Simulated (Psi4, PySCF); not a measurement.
C₂H₉NSi₂ (SMILES CN(C)[Si][SiH3]), singlet, geometry from GFN2-xTB, atoms displaced at random by about 0.03 Å a coordinate. Base run: PySCF with B3LYP/STO-3G, gradient.

The PySCF input:
```python
from pyscf import gto, scf, dft

mol = gto.M(
    atom='''
Si    0.72725163    0.49123376    0.48972536
N     0.33244968   -1.09310964   -0.02731586
C     1.24547424   -2.19902988    0.15366906
C    -0.84673019   -1.52011947   -0.73615914
H     0.74748293   -2.95930889    0.85976787
H     1.49056301   -2.64139898   -0.77542832
H     2.13327501   -1.85803583    0.69184260
H    -0.56488816   -1.96473547   -1.71334892
H    -1.40214963   -2.30167478   -0.10597983
H    -1.52800655   -0.65709167   -0.89825190
Si   -0.85441076    1.98398153   -0.10943421
H    -1.22977323    2.61283687    1.24576123
H    -2.16783537    1.90098965   -0.69973992
H    -0.13072206    3.04957029   -0.82566784
''',
    basis='sto-3g',
    verbose=4,
)

mf = dft.RKS(mol)
mf.xc = 'b3lyp'
mf.kernel()
g = mf.nuc_grad_method()
grad = g.kernel()
```

Programs used: Psi4, PySCF; a row that names a program was run with it.

The coordinate followed is x of atom 6.

Variants of this job, named by their change:

| change | dE/dx (Eh/bohr) | net force (Eh/bohr) |
|---|---|---|
| base | -0.012917 | 0.000048 |
| grids.level = 5; grid_response = on | -0.012920 | 0.000000 |
| code = psi4 | -0.012923 | 0.000101 |
| grids.level = 0; grid_response = off | -0.013094 | 0.000411 |
| grid_response = on | -0.012921 | 0.000000 |
| conv_tol = 1e-6 | -0.012918 | 0.000048 |
| grids.level = 1; grid_response = off | -0.012935 | 0.000209 |
| finite difference step (bohr) = 0.05; conv_tol = 1e-11 | -0.012874 | - |
| finite difference step (bohr) = 0.01; conv_tol = 1e-11 | -0.012919 | - |
| conv_tol = 1e-4 | -0.012923 | 0.000048 |
| grids.level = 0; grid_response = on | -0.013333 | 0.000000 |
| finite difference step (bohr) = 1e-5; conv_tol = 1e-11 | -0.012921 | - |

The net force is zero for an exact gradient.
